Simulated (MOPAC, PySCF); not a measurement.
CH3B3, SMILES `B=C=BB` (C–B–B–H torsion 46°), neutral singlet in the gas phase. 

Cartesian coordinates (Å):
```xyz
7

B      2.4648    -0.0058    -0.0078
C      1.1067    -0.0029    -0.0025
B     -0.2579     0.0005     0.0015
B     -1.9063     0.0046     0.0063
H      3.6382    -0.0084    -0.0123
H     -2.5202     1.0232     0.1222
H     -2.5252    -1.0112    -0.1074
```
Charge 0, spin multiplicity 1.

All levels are single points at this geometry (PBE0-D3(BJ)/def2-TZVP); Pople sets use spherical d functions. Orbital energies aren't observables, and empty levels follow the basis.

AM1 in MOPAC gives gap (eV) = 9.23.

Problem. Estimate the gap (eV) from each of these levels: PBE0-D3(BJ)/def2-TZVP in PySCF; ωB97X-D3(BJ)/def2-TZVP in PySCF; B3LYP/3-21G in PySCF; B3LYP/6-31G* in PySCF; BP86/6-31G* in PySCF; PBE/6-31G* in PySCF; SVWN5/6-31G* in PySCF; HF/3-21G in PySCF; HF/6-31G* in PySCF; PM3 in MOPAC; PM6 in MOPAC; PM7 in MOPAC.

Solution. 
```json
[
 {"level": "PBE0-D3(BJ)/def2-TZVP in PySCF", "gap (eV)": "4.11"},
 {"level": "ωB97X-D3(BJ)/def2-TZVP in PySCF", "gap (eV)": "8.33"},
 {"level": "B3LYP/3-21G in PySCF", "gap (eV)": "3.78"},
 {"level": "B3LYP/6-31G* in PySCF", "gap (eV)": "3.75"},
 {"level": "BP86/6-31G* in PySCF", "gap (eV)": "2.30"},
 {"level": "PBE/6-31G* in PySCF", "gap (eV)": "2.29"},
 {"level": "SVWN5/6-31G* in PySCF", "gap (eV)": "2.21"},
 {"level": "HF/3-21G in PySCF", "gap (eV)": "9.64"},
 {"level": "HF/6-31G* in PySCF", "gap (eV)": "9.71"},
 {"level": "PM3 in MOPAC", "gap (eV)": "9.21"},
 {"level": "PM6 in MOPAC", "gap (eV)": "8.04"},
 {"level": "PM7 in MOPAC", "gap (eV)": "7.74"}
]
```
